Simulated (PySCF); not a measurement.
Some computed properties have been withheld. Give your best values.

Compound: C3H7ClSSi2.
SMILES: `C(#CC)[SiH2]S[SiH2]Cl`

Conformer (atom-mapped SMILES and torsion angles): `[CH3:1][C:2]#[C:3][SiH2:4][S:5][SiH2:6][Cl:7]`: C3–Si4–S5–Si6 65°, Si4–S5–Si6–Cl7 -179°.

```tsv
property	level	value
point group of the GFN2-xTB geometry	GFN2-xTB	C1
rotational constants A, B, C of the GFN2-xTB geometry	GFN2-xTB	1.867, 0.540, 0.445 GHz
dipole moment	PBE0/def2-SVPD	?
HOMO energy	PBE0/def2-SVPD	-7.38 eV
LUMO energy	PBE0/def2-SVPD	-0.60 eV
lowest singlet excitation	TDDFT PBE0/def2-SVPD	5.57 eV (223 nm, f = 0.023)
lowest triplet excitation (Tamm–Dancoff)	TDA PBE0/def2-SVPD	4.79 eV
static isotropic polarisability	PBE0/def2-SVPD	?
electronic spatial extent ⟨r²⟩ about the centre of nuclear charge	PBE0/def2-SVPD	2403 bohr²
13C chemical shifts (computed TMS as zero) by class	GIAO PBE0/pcSseg-1	118.1 (1 C), 80.9 (1 C), 6.0 (1 C) ppm
1H chemical shifts (computed TMS as zero) by class	GIAO PBE0/pcSseg-1	?
isotropic shieldings of nuclei other than C and H, by class	GIAO PBE0/pcSseg-1	353 (1 Si), 413 (1 Si), 744 (1 S), 980 (1 Cl) ppm
```

Gas-phase values; electronic properties from PySCF, density fitting. One conformer (not necessarily the lowest) at the GFN2-xTB geometry, without solvent, vibrations or thermal averaging.

Question: The dipole moment?

Answer: 3.44 D.

Question: The 1H chemical shifts (computed TMS as zero) by class?

Answer: 5.79 (2 H), 4.99 (2 H), 2.12 (3 H) ppm.

Question: What is the static isotropic polarisability?

Answer: 123.3 au.

The vertical singlet–triplet gap S1 − T1 is 0.78 eV (TDDFT singlet less Tamm–Dancoff triplet). The principal polarisabilities are 95.5, 123.5 and 150.9 au; their mean is the isotropic value. No computed singlet falls in the visible range (750 to 380 nm, 1.65 to 3.26 eV); S1 lies 2.31 eV above its blue end. The 6 singlets span 5.57 to 6.23 eV, and their oscillator strengths add up to 0.05.
